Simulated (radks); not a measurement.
The thallium ion Tl4+, configuration [Xe] 4f14 5d9 (the NIST ground configuration). Method: scalar-relativistic Kohn-Sham, BLYP, spin-polarised, spherical densities, finite nucleus; open shells are filled with parallel spins first (spin-orbit coupling, left out, can overturn this in heavy ions); Fermi nuclear charge, rms radius 5.4759 fm; computed with a radial shooting solver on a logarithmic mesh with Libxc functionals.

Unscreened Slater integrals over Kohn-Sham orbitals (eV). They are taken over the spin-up orbitals.

| integral | value |
|---|---|
| F0(5d,5d) | 18.886 |
| F2(5d,5d) | 9.9367 |
| F4(5d,5d) | 6.6488 |
| F0(5d,5p) | 21.085 |
| F2(5d,5p) | 10.679 |
| G1(5d,5p) | 12.999 |
| G3(5d,5p) | 8.0984 |
| F0(5d,4f) | 24.245 |
| F2(5d,4f) | 5.8911 |
| F4(5d,4f) | 2.7694 |
| G1(5d,4f) | 1.8238 |
| G3(5d,4f) | 1.7833 |
| G5(5d,4f) | 1.4464 |
| F0(5p,5p) | 24.473 |
| F2(5p,5p) | 13.216 |
| F0(5p,4f) | 30.171 |
| F2(5p,4f) | 9.3476 |
| G2(5p,4f) | 3.3642 |
| G4(5p,4f) | 2.9063 |
| F0(4f,4f) | 53.138 |
| F2(4f,4f) | 26.618 |
| F4(4f,4f) | 17.002 |
| F6(4f,4f) | 12.322 |

Derived for the open shells (J is the average intra-shell exchange parameter used in DFT+U). 5d: Racah B = F2/49 - 5 F4/441 = 0.1274 eV, C = 35 F4/441 = 0.5277 eV, C/B = 4.14, F4/F2 = 0.669, J = (F2 + F4)/14 = 1.185 eV.
